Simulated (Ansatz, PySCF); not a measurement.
Complex: H2O (SMILES O) (first 3 atoms) with HBr (SMILES Br); geometry from B3LYP-D3(BJ)/def2-TZVP.
(charge 0, multiplicity 1):
| atom | x (Å) | y (Å) | z (Å) |
|---|---|---|---|
| O | -0.1819 | 0.3920 | 0.4709 |
| H | 0.7398 | 0.4738 | 0.2009 |
| H | -0.5018 | 1.2918 | 0.6020 |
| Br | -0.4506 | -1.3806 | 3.2618 |
| H | -0.3653 | -0.6437 | 2.0183 |

Monomers are frozen at their geometry in the pair; levels with a basis set take the counterpoise correction. Rows marked so take none.

Rows in 3-21G, 6-31G* carry no dispersion term and start afresh at each structure (6-31G* with six Cartesian d functions); the Pople sets are all-electron and without relativity.

Codes used: Ansatz (Gaussian orbitals); PySCF for 3-21G rows, 6-31G* rows, the dispersion terms. Values without a source in brackets are computed.

### Question
One of these levels gives -7.95 kcal/mol for the interaction energy. Which?
(A) BLYP-D3(BJ)/def2-TZVPPD
(B) HF/3-21G (no counterpoise)
(C) BLYP/def2-TZVPPD
(D) B3LYP/6-31G* (no counterpoise)

### Answer
D, B3LYP/6-31G* (no counterpoise). The others give -9.07 (HF/3-21G (no counterpoise)), -3.73 (BLYP/def2-TZVPPD), -4.95 (BLYP-D3(BJ)/def2-TZVPPD)

Ansatz is an electronic-structure program.
